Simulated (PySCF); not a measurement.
Gas-phase reaction: GeCl3 + F2 = GeF2 + 3 Cl

Energies from PySCF, thermal terms from the rigid-rotor harmonic-oscillator model, ideal gas at 1 bar. † marks an energy on the PBE0/def2-TZVP geometry and frequencies; other levels use their own. CCSD(T) freezes the core. 6-31G* has spherical d functions here. Open shells (unrestricted): GeCl3 (multiplicity 2), Cl (multiplicity 2, electronic degeneracy 6); the rest are closed-shell singlets. Spin-orbit splitting is ignored; it lowers the true energy and changes the entropy of Cl. B3LYP is the form with VWN-RPA correlation. Ge: all electrons, no relativistic terms. GeCl3: computed as isolated molecules; such fragments, hydroxides, amides, oligomers or adducts are transient or little studied in the gas. CCSD(T) isn't extrapolated to the basis-set limit. The harmonic model lacks anharmonicity and excited electronic states, which grow with temperature; levels with a mode under 35 cm⁻¹ are left out.

ΔH° and ΔS° at 298 K: B3LYP/6-31G* 59 kJ, 234 J/K; CCSD(T)/def2-SVP† 26 kJ, 238 J/K; HF/def2-TZVP† -157 kJ, 238 J/K.

### Question
With the heat capacities included, give log10 K (1 bar) at 500, 800, 1000, 2000, 2500 K from B3LYP/6-31G*, CCSD(T)/def2-SVP†, HF/def2-TZVP†.

### Answer
| T (K) | B3LYP/6-31G* | CCSD(T)/def2-SVP† | HF/def2-TZVP† |
|---|---|---|---|
| 500 | 6.1 | 9.8 | 28.8 |
| 800 | 8.5 | 10.8 | 22.7 |
| 1000 | 9.2 | 11.2 | 20.7 |
| 2000 | 10.8 | 11.9 | 16.6 |
| 2500 | 11.1 | 12.0 | 15.8 |
